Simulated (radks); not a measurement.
The nuclear charge of neutral magnesium is varied continuously with 12 electrons held in [Ne] 3s2. Method: scalar-relativistic Kohn-Sham, PBE, spin-polarised, spherical densities, finite nucleus; Fermi nuclear charge, rms radius 3.057 fm; computed with a radial shooting solver on a logarithmic mesh with Libxc functionals. By the Hellmann-Feynman theorem dE/dZ = E(electron-nucleus)/Z, the electronic potential at the nucleus (averaged over a nucleus of fixed radius). The scalar-relativistic energy here is not variational (the density holds large components alone), so the two differ by a part that grows with Z.

| Z | E (hartree) | E(electron-nucleus)/Z (hartree) | HOMO | e(HOMO) (eV) | <r> HOMO (bohr) |
|---|---|---|---|---|---|
| 11.8 | -192.35871 | -39.1672 | 3s | -3.172 | 3.401 |
| 12 | -200.27974 | -40.0323 | 3s | -4.705 | 3.150 |
| 12.2 | -208.37365 | -40.8955 | 3s | -6.412 | 2.944 |
| 12.4 | -216.64013 | -41.7573 | 3s | -8.282 | 2.771 |
| 12.6 | -225.07894 | -42.6180 | 3s | -10.308 | 2.622 |
| 12.8 | -233.68988 | -43.4779 | 3s | -12.486 | 2.492 |
| 13 | -242.47283 | -44.3372 | 3s | -14.811 | 2.377 |

The central difference of E at Z = 12 is -40.037 hartree, to compare with the third column; the second derivative is -4.32 hartree.
